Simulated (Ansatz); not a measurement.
The cluster Ge3H, relaxed as a doublet with UKS PBE0-D4/def2-SVP in Ansatz, starting from the GFN2-xTB geometry. Force threshold 0.02 eV/Å.

The structure comes from a short search, and lower isomers may exist.

Start:

```tsv
atom	x (Å)	y (Å)	z (Å)
Ge1	-0.046	-1.083	-1.529
Ge2	-1.241	-0.508	0.384
Ge3	1.096	0.606	-0.135
H4	0.191	0.985	1.280
```

**Question.** Estimate the energy that the relaxation releases and the steps that it takes.

**Answer.** 0.24 eV, in 6 steps; 21 s on 4 threads of Arm Neoverse V2 on a shared host. No frequencies were taken in this run, so the end may be a saddle point.

**Question.** Does the start keep its bonding and symmetry?

**Answer.** Bonds formed: Ge2–H4 (atoms count from 1). Point group Cs at the start, C2v at the end, both within 0.05 Å.

**Question.** Predict the relaxed structure.

**Answer.** 
```
atom   x (Å)   y (Å)   z (Å)
 Ge1  -0.015  -1.060  -1.533
 Ge2  -1.135  -0.352   0.528
 Ge3   1.139   0.608  -0.158
  H4   0.011   0.804   1.163
```
Bond lengths: 3 × Ge–Ge 2.45 to 2.56 Å; 2 × Ge–H 1.75 Å.
